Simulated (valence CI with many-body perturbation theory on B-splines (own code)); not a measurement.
Energy levels of Cd¹⁶⁺

Computed by relativistic CI+MBPT: four valence electrons over a frozen Dirac-Fock core [Ar] 3d10, radial functions for each j: 11 s, 11 p, 9 d, 7 f, 5 g, 2 h, 1 i, with the one-electron correlation potential Σ1 (screened to all orders), the two-electron term Σ2, the three-electron term Σ3, Breit, model QED; selected single and double excitations, second order for the rest (own B-spline code, finite nucleus).

No measured levels were compared; by estimate levels hold to about 250 cm⁻¹ or 0.2 % of their energy and the worst to 1 %, as in measured heavy ions of charge 2 to 7; those with d or f electrons hold less well.

Levels 1 to 45 of 72, with energies above the lowest level, 4s2 4p2 3P_0. "Leading %" is the weight of the configuration and term that name the level; weights of strongly mixed levels are sums over their largest components and can fall short. Lifetimes count E1, E2, E3, M1 and M2 decay at the calculated energies, and are blank where another channel may lead or the interval is too uncertain; long ones can be off by a factor of two.

| No. | Configuration | Term | J | E (cm⁻¹) | Leading % | g | Lifetime |
| --- | --- | --- | --- | --- | --- | --- | --- |
| 1 | 4s2 4p2 | 3P | 0 | 0 | 82 |  |  |
| 2 | 4s2 4p2 | 3P | 1 | 50631 | 98 | 1.500 | 515 μs |
| 3 | 4s2 4p2 | 3P | 2 | 65538 | 52 | 1.265 | 31.1 ms |
| 4 | 4s2 4p2 | 1D | 2 | 128450 | 52 | 1.234 | 181 μs |
| 5 | 4s2 4p2 | 1S | 0 | 167450 | 81 |  | 67.6 μs |
| 6 | 4s 4p3 | 5S° | 2 | 334780 | 81 | 1.898 | 1.15 ns |
| 7 | 4s 4p3 | 3D° | 1 | 396340 | 67 | 0.760 | 81.8 ps |
| 8 | 4s 4p3 | 3D° | 2 | 406180 | 66 | 1.311 | 170 ps |
| 9 | 4s 4p3 | 3D° | 3 | 425350 | 94 | 1.333 | 207 ps |
| 10 | 4s 4p3 | 3P° | 0 | 458880 | 95 |  | 69.2 ps |
| 11 | 4s 4p3 | 3P° | 1 | 466540 | 68 | 1.318 | 52.8 ps |
| 12 | 4s 4p3 | 3P° | 2 | 472770 | 33 | 1.261 | 52.8 ps |
| 13 | 4s 4p3 | 3S° | 1 | 517550 | 55 | 1.582 | 10.0 ps |
| 14 | 4s 4p3 | 1D° | 2 | 524140 | 44 | 1.188 | 49.3 ps |
| 15 | 4s2 4p 4d | 3F° | 2 | 585330 | 87 | 0.707 | 65.9 ps |
| 16 | 4s 4p3 | 1P° | 1 | 588640 | 53 | 1.335 | 10.8 ps |
| 17 | 4s2 4p 4d | 3F° | 3 | 611120 | 89 | 1.094 | 68.0 ps |
| 18 | 4s2 4p 4d | 3P° | 2 | 635080 | 45 | 1.262 | 8.22 ps |
| 19 | 4s2 4p 4d | 3D° | 1 | 645500 | 55 | 0.843 | 5.16 ps |
| 20 | 4s2 4p 4d | 3F° | 4 | 656090 | 98 | 1.250 |  |
| 21 | 4s2 4p 4d | 1D° | 2 | 682000 | 43 | 1.070 | 6.66 ps |
| 22 | 4s2 4p 4d | 3P° | 0 | 690950 | 94 |  | 7.44 ps |
| 23 | 4s2 4p 4d | 3P° | 1 | 696690 | 63 | 1.186 | 6.33 ps |
| 24 | 4s2 4p 4d | 3D° | 3 | 697610 | 76 | 1.280 | 5.29 ps |
| 25 | 4s2 4p 4d | 3D° | 2 | 704450 | 43 | 1.299 | 6.42 ps |
| 26 | 4s2 4p 4d | 1F° | 3 | 745130 | 84 | 1.041 | 4.59 ps |
| 27 | 4s2 4p 4d | 1P° | 1 | 755950 | 81 | 0.971 | 6.68 ps |
| 28 | 4p4 | 3P | 2 | 787590 | 60 | 1.367 | 33.0 ps |
| 29 | 4p4 | 3P | 0 | 824390 | 52 |  | 25.7 ps |
| 30 | 4p4 | 3P | 1 | 845460 | 73 | 1.463 | 29.3 ps |
| 31 | 4p4 | 1D | 2 | 855010 | 56 | 1.130 | 41.7 ps |
| 32 | 4s 4p2 4d | 5F | 1 | 860870 | 80 | 0.192 | 187 ps |
| 33 | 4s 4p2 4d | 5F | 2 | 868160 | 70 | 1.113 | 156 ps |
| 34 | 4s 4p2 4d | 5F | 3 | 882460 | 60 | 1.336 | 128 ps |
| 35 | 4s 4p2 4d | 5D | 0 | 904870 | 92 |  | 364 ps |
| 36 | 4s 4p2 4d | 5D | 1 | 907990 | 83 | 1.383 | 127 ps |
| 37 | 4s 4p2 4d | 5F | 4 | 908260 | 77 | 1.371 | 3.08 ns |
| 38 | 4s 4p2 4d | 5D | 2 | 909660 | 55 | 1.297 | 84.5 ps |
| 39 | 4s 4p2 4d | 5D | 3 | 913270 | 35 | 1.326 | 76.2 ps |
| 40 | 4s 4p2 4d | 5D | 4 | 925750 | 51 | 1.381 | 1.07 ns |
| 41 | 4s 4p2 4d | 3F | 2 | 929860 | 76 | 0.801 | 65.2 ps |
| 42 | 4s 4p2 4d | 5F | 5 | 930610 | 86 | 1.372 | 1.72 ns |
| 43 | 4p4 | 1S | 0 | 943730 | 48 |  | 31.4 ps |
| 44 | 4s 4p2 4d | 3F | 3 | 950150 | 61 | 1.239 | 23.8 ps |
| 45 | 4s 4p2 4d | 3P | 2 | 956470 | 58 | 1.402 | 12.7 ps |

Names give the largest LS component (configuration and term), which can be under half, so a name can repeat, a term be missing and a line seem to break the LS rules; names also repeat where a configuration has a term twice.

The ionisation energy to 4s2 4p 2P°_1/2 of the next ion comes out as 421.63 eV (NIST: 421 ± 3 eV (theoretical)). All 72 levels together are meant to be complete up to 1077700 cm⁻¹.
